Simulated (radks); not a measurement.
Spherical quantum dot in the effective-mass picture: electrons in a parabolic well V = omega^2 r^2 / 2 with omega = 1.04, with a point charge +1 (a donor) at the centre, all in effective atomic units (hartree* = m*/eps^2 hartree, bohr* = eps/m* bohr), one dielectric constant everywhere. Method: non-relativistic Kohn-Sham, LDA (Slater exchange, Perdew-Wang correlation), spin-polarised, spherical densities; computed with a radial shooting solver with Libxc functionals. Levels are named by radial order and angular momentum (1s, 1p, 1d, 2s, ...), and open shells are averaged over m. Results are scaled to m* = 0.057 and eps = 6.5, for which hartree* = 36.71 meV and bohr* = 6.034 nm.

N = 26, configuration 1s2 1p6 1d10 2s2 1f(up 6, down 0). This is the lowest configuration that the search found. Occupied and some empty levels:

| level | occupation | eigenvalue (meV) | <r> (nm) |
|---|---|---|---|
| 1s up | 1 | 443.62 | 8.412 |
| 1s down | 1 | 444.48 | 8.188 |
| 1p up | 3 | 466.18 | 12.51 |
| 1p down | 3 | 468.16 | 12.36 |
| 2s up | 1 | 480.66 | 12.30 |
| 2s down | 1 | 482.49 | 12.40 |
| 1d up | 5 | 485.62 | 14.50 |
| 1d down | 5 | 488.05 | 14.43 |
| 1f up | 6 | 506.51 | 15.93 |
| 1f down | 0 | 509.11 | 15.92 |
| 2p up | 0 | 510.76 | 13.80 |
| 2p down | 0 | 512.37 | 13.87 |
| 1g up | 0 | 529.07 | 17.11 |
| 1g down | 0 | 531.68 | 17.14 |
| 2d up | 0 | 536.85 | 15.36 |
| 2d down | 0 | 538.51 | 15.39 |

Energy (meV): total 7817.69, kinetic 958.38, external 2425.2, Hartree 4883.0, exchange-correlation -448.86.
